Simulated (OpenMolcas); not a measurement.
**C2H6In (SMILES C[In]C): methods side by side**

C2H6In has 9 atoms, charge 0, and is taken as a doublet. SMILES: `C[In]C`. The coordinates come from a PBE0-D4/def2-TZVP relaxation.

```
atom    x (Å)    y (Å)    z (Å)
   C   0.4563   1.8159   0.1834
  In   0.2776   0.0503  -1.1135
   C  -0.4505  -1.8148  -0.2067
   H  -0.5270   2.0361   0.6072
   H   0.8219   2.6865  -0.3585
   H   1.1439   1.5788   0.9995
   H  -1.4452  -1.6334   0.2088
   H  -0.5009  -2.6284  -0.9284
   H   0.2240  -2.0910   0.6081
```

Quantity: the electronic atomisation energy, in eV. The values are calculated. Electronic energies at fixed atoms, without zero-point motion or spin-orbit coupling.

| level | kind | program | value (eV) | CPU time (all runs) |
| --- | --- | --- | --- | --- |
| UHF/def2-SVPD (core potential) | Hartree–Fock | OpenMolcas | 23.04 | 47 s |
| USVWN5/def2-SVPD (core potential) | LDA | OpenMolcas | 34.34 | 1.7 min |
| UBLYP/def2-SVPD (core potential) | GGA | OpenMolcas | 29.84 | 2.6 min |
| UM06-L/def2-SVPD (core potential) | meta-GGA | OpenMolcas | 30.38 | 3.1 min |
| UB3LYP/def2-SVPD (core potential) | global hybrid | OpenMolcas | 30.15 | 2.3 min |

The values span 23.04 to 34.34 eV. CPU times are rough (shared hosts, several kinds of processor and program).
